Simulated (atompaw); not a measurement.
## u(r) = r·R(r): atom against pseudo-atom (chromium (Cr))

Columns: radius, all-electron u(r) and pseudo u(r) of the 4s shell (level -4.19 eV) of chromium in the configuration [Ar] 3d5 4s1 4p0; LDA (PW92), scalar-relativistic, PAW (atompaw) scheme, atompaw 4.2.0.5.

```tsv
r (bohr)	all-electron	pseudo
0.115	0.0711	0.0154
0.231	0.1407	0.0316
0.346	0.0081	0.0490
0.462	-0.1426	0.0684
0.577	-0.2312	0.0900
0.692	-0.2509	0.1143
0.808	-0.2170	0.1416
0.923	-0.1499	0.1715
1.038	-0.0658	0.2040
1.154	0.0251	0.2390
1.269	0.1137	0.2755
1.385	0.1974	0.3135
1.500	0.2725	0.3515
1.615	0.3386	0.3890
1.731	0.3960	0.4256
1.846	0.4440	0.4597
1.962	0.4840	0.4910
2.077	0.5160	0.5184
2.192	0.5410	0.5415
2.308	0.5600	0.5601
2.423	0.5734	0.5734
2.538	0.5818	0.5818
2.654	0.5861	0.5861
2.769	0.5866	0.5866
2.885	0.5840	0.5840
3.000	0.5786	0.5786
```

Task: How many radial nodes do the two functions have?

Result: The all-electron 4s function has n − l − 1 = 3 (the table is too coarse to show those close to the nucleus); the pseudo-wave has 0, since the states of the same l below it are removed with the core.

Task: At about which radius was the pseudo-wave matched?

Result: 2.35 bohr. The columns agree to 0.0005 from 2.19 bohr on; several derivatives are matched, so the curves merge somewhat inside the radius.

Task: Is the pseudo-wave norm-conserving?

Result: No, it belongs to a PAW set: the norm inside the radius is not constrained, and the difference is carried by the augmentation charge.
